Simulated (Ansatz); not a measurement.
Energy difference 2 R1 → P1, each structure at its B3LYP-D3(BJ)/def2-TZVP stationary point, reached from a drawn start (curvature not checked).
P1: H2 (SMILES [H][H]), charge 0, multiplicity 1.
R1: H atom, charge 0, multiplicity 2.

P less R. No zero-point or thermal terms.

Codes used: Ansatz (a program for electronic structure) with Gaussian orbitals. Each number belongs to the level named beside it.

```
level               reaction energy (kcal/mol)
------------------  --------------------------
HF/cc-pVDZ                              -81.69
HF/cc-pVTZ                              -83.65
HF/cc-pVQZ                              -83.79
SVWN5/def2-TZVPP                       -113.12
BLYP/def2-TZVPP                        -109.49
wB97X-V/def2-TZVPP                     -107.70
MP2/cc-pVDZ                                  …
CCSD/cc-pVQZ                                 …
CCSD(T)/cc-pVDZ                              …
```

Question: Some entries are withheld; supply them.

Answer: 
- MP2/cc-pVDZ, reaction energy (kcal/mol): -98.26
- CCSD/cc-pVQZ, reaction energy (kcal/mol): -109.13
- CCSD(T)/cc-pVDZ, reaction energy (kcal/mol): -103.49
